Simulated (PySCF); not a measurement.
# Finite-field polarisability of C (carbon, neutral)

[He] 2s2 2p2, high-spin 3P determinant. Calculation: PySCF 2.14, in dyall-acv3z; the non-relativistic Hamiltonian (point nucleus). Frozen: 1s2. Energy changes in a uniform field (μhartree):

```tsv
axis	F (au)	HF	MP2	CCSD	CCSD(T)
x	0.0043	-100.527	-89.532	-94.206	-94.854
x	0.0086	-402.161	-358.405	-376.966	-379.553
y	0.004	-99.730	-98.718	-98.800	-99.393
y	0.008	-399.241	-395.283	-395.644	-398.031
```

By symmetry the remaining axis equals y.

Problem. Derive α along x at CCSD(T) from the two fields.

Solution. With ΔE = −αF²/2 − γF⁴/24, α = −(16 ΔE(F) − ΔE(2F))/(6F²) = 10.26 bohr³.

Problem. And the mean polarisability at each level?

Solution. The components xx, yy, zz at CCSD(T) are 10.26, 12.42, 12.42, the third axis being equal by symmetry to one of the two computed. Means: HF 11.93, MP2 11.45, CCSD 11.63, CCSD(T) 11.70 bohr³. Reference: 11.3 ± 0.4 bohr³ (recommended; Schwerdtfeger and Nagle, table of static dipole polarizabilities (2023 update)).
